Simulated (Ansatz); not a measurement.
Ansatz (a program for electronic structure) input (B3LYP/def2-TZVPD):

Ansatz 0.2 input:
```yaml
crystal:
  periodic: [false, false, false]
  atoms:
    - {symbol: C, position_ang: [0.06567943, -0.05106793, 0.99398567]}
    - {symbol: Br, position_ang: [0.83648219, 1.31722774, -0.07339264]}
    - {symbol: Br, position_ang: [-0.84774152, -1.30847324, -0.09700491]}
basis:
  gaussian:
    orbitals: def2-TZVPD
hamiltonian:
  xc: {name: B3LYP}
total_charge: 1
magnetization: {spin_polarized: true, initial_magnetization: 1}
```

End of the output:

```
integrals: 0.08 GiB planned
1086 factors; their error is unknown
mean field: 1.09 GiB planned
mean field evaluation 1: about -141115.0694 eV, gradient 2.5e1 eV
mean field evaluation 2: about -141102.6699 eV, gradient 5.0e1 eV
mean field evaluation 4: about -141118.3476 eV, gradient 2.5e0 eV
mean field evaluation 8: about -141118.8816 eV, gradient 3.4e-1 eV
mean field evaluation 16: about -141118.8819 eV, gradient 2.0e-3 eV
mean field -141118.88194095 eV, -5186.0232575162 hartree, gradient 5.8e-5 eV, S^2 0.761280; 2 other end points of the search recorded, 0 dependent functions left out
reference -141118.88215180 eV, -5186.0232652647 hartree; 38, 37 occupied and 113, 114 virtual orbitals, 1086 factors
Total energy: -141118.88215180 eV, -5186.0232652647 hartree
```

This state (charge 1, doublet) is run at the relaxed geometry of the species with charge 0 and multiplicity 1.
